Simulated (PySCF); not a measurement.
Isomers of CH2N2. All species are isolated molecules in the gas phase. Strings in code marks are SMILES.

Quantity: electronic energy of isomers of CH2N2 relative to `N#CN`, in kcal/mol.

Case: `N=C=N`. Geometry of `N=C=N` (neutral, multiplicity 1, Å):

```xyz
5

N     -1.1904    -0.1279     0.2991
C     -0.0074    -0.1036    -0.0014
N      1.1607    -0.2886    -0.3044
H     -1.8292     0.5094    -0.1580
H      1.8828     0.2396     0.1673
```

### Question
Estimate the electronic energy of isomers of CH2N2 relative to `N#CN` that r2SCAN-D4/def2-TZVP (PySCF) returns for this input.

### Answer
-2.88 kcal/mol.
